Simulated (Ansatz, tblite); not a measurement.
Species of one formula, CH3F3Sn (singlet), each relaxed with PBE-D4/def2-SVP in Ansatz.

In the def2 sets Sn takes a core potential, while STO-3G treats all electrons; there is no spin–orbit coupling. The xTB rows come from tblite. Correlated methods freeze 8 core orbitals; core or outer-core shells of Sn are correlated, in sets that lack core-valence functions.

Other spin states weren't relaxed.

A: Sn(CF3)H3 (CH3F3Sn)

B: SnMeF3 (CH₃F₃Sn)

Problem. Estimate their order by electronic energy at ωB97X-V/def2-TZVP, counted from the lowest.

Solution. B (0.0) < A (84.8), in kcal/mol.

Problem. Do the other levels pick the same lowest one?

Solution. All that were run do. Energies above each level's lowest (kcal/mol):

```
                 level     A    B
              GFN1-xTB  25.5  0.0
              GFN2-xTB  55.9  0.0
             HF/STO-3G   9.1  0.0
           HF/def2-SVP  74.1  0.0
          HF/def2-TZVP  84.5  0.0
       PBE-D4/def2-SVP  66.5  0.0
      PBE-D4/def2-TZVP  84.7  0.0
   revPBE-D4/def2-TZVP  86.5  0.0
   r2SCAN-D4/def2-TZVP  86.5  0.0
      PBE0-D4/def2-SVP  66.5  0.0
     PBE0-D4/def2-TZVP  82.8  0.0
CAM-B3LYP-D4/def2-TZVP  85.0  0.0
     ωB97X-V/def2-TZVP  84.8  0.0
          MP2/def2-SVP  85.8  0.0
         MP2/def2-TZVP  94.3  0.0
         CCSD/def2-SVP  78.4  0.0
      CCSD(T)/def2-SVP  77.6  0.0
```
Point groups (tolerance 0.1 Å): A C3v, B not assigned. From def2-SVP to def2-TZVP the PBE0 values move by up to 16.3 kcal/mol, so results in the small set are rough.
